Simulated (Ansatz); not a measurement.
Born–Oppenheimer molecular dynamics of ClF4HW (7 atoms, charge 0, multiplicity 1). It starts from a relaxed structure.

Level of theory: RHF/def2-SVP (Ansatz).

```
ensemble                      : NVE (velocity Verlet)
time step                     : 1 fs
steps asked                   : 166
starting velocities drawn for : 2000 K
masses                        : H 2.014 u
seed                          : 857879
```

First frame:

```xyz
7
Properties=species:S:1:pos:R:3
W 0.115 0.109 0.000
F 0.141 0.215 1.819
F 1.893 -0.451 0.000
Cl -0.436 2.312 0.000
H -1.546 -0.138 0.000
F -0.178 -1.723 0.000
F 0.141 0.215 -1.819
```

(1) What does the run give?

(2) What happens to the structure?

(3) How do temperature and energy run in time?

Results:

(1) All steps were run.

```yaml
steps_done: 166
time_covered: 166 fs
mean_temperature_over_the_second_half: 1068 K
spread_of_the_potential_energy_over_the_second_half: 23.3 meV per atom
mean_potential_energy_of_the_second_half_above_the_start: 86.3 meV per atom
```

The conserved energy stayed within 0.42 meV per atom of its start (net change 0.17 meV per atom), so the integration is sound. Over the second half the temperature averaged 0.53 of the 2000 K drawn at the start: a run that starts near a minimum puts about half its kinetic energy into the potential. A run of 0.17 ps of so small a system gives no equilibrium averages.

(2) The same pairs are bonded in the first frame and the last. Pairs count as bonded within 1.25 times the sum of covalent radii (0.12 Å more for H–H). This is one draw of velocities; another would differ in detail.

(3) 
| time (fs) | T (K) | potential energy less start (eV) | conserved less start (meV/atom) |
| --- | --- | --- | --- |
| 0 | 2000 | 0.000 | 0.00 |
| 13 | 1150 | 0.551 | 0.23 |
| 26 | 831 | 0.757 | 0.27 |
| 39 | 763 | 0.801 | 0.26 |
| 52 | 1097 | 0.585 | 0.19 |
| 65 | 1250 | 0.486 | 0.18 |
| 78 | 989 | 0.656 | 0.40 |
| 91 | 1007 | 0.644 | 0.24 |
| 104 | 723 | 0.827 | 0.20 |
| 117 | 1316 | 0.444 | 0.20 |
| 130 | 1443 | 0.362 | 0.28 |
| 143 | 993 | 0.652 | 0.19 |
| 156 | 1058 | 0.609 | 0.10 |

Time of the run: 3.5 min on 2 threads of Intel(R) Xeon(R) 6975P-C (Granite Rapids), on a shared host, peak memory 0.26 GiB.
